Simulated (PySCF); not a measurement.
## How methods differ on the excitation energy of P

P [Ne] 3s2 3p3 (4S) → P [Ne] 3s1 3p3 3d1 (6D), as a difference of total energies. All numbers are calculated (PySCF 2.14, the non-relativistic Hamiltonian (point nucleus), in aug-cc-pwCVQZ). Correlated levels: valence: [Ne] frozen; valence and next inner shell: 1s2 frozen; nothing frozen. The calculations carry no spin-orbit coupling.

```tsv
method	excitation energy (eV)
UHF	12.146
LDA	14.052
PBE	13.868
PBE0	13.806
r2SCAN	13.391
r2SCAN0	13.484
revPBE	13.754
M06	14.205
MP2 (valence)	13.741
SCS-MP2 (valence)	14.244
MP2 (valence and next inner shell)	13.954
SCS-MP2 (valence and next inner shell)	14.405
MP2 (all electrons)	13.949
SCS-MP2 (all electrons)	14.403
```

Task: How much does correlation contribute at MP2 (all electrons)?

Result: 13.949 − (12.146) = 1.803 eV, measured against UHF.

The upper state lies above the first ionisation limit, but in LS coupling its spin forbids autoionisation to the ground ion.

The promoted electron is Rydberg-like, and one or two diffuse shells describe it only roughly, which tends to raise the upper state.

In the upper state the promoted electron has a positive orbital energy at LDA, PBE, r2SCAN, revPBE, so the basis confines it.
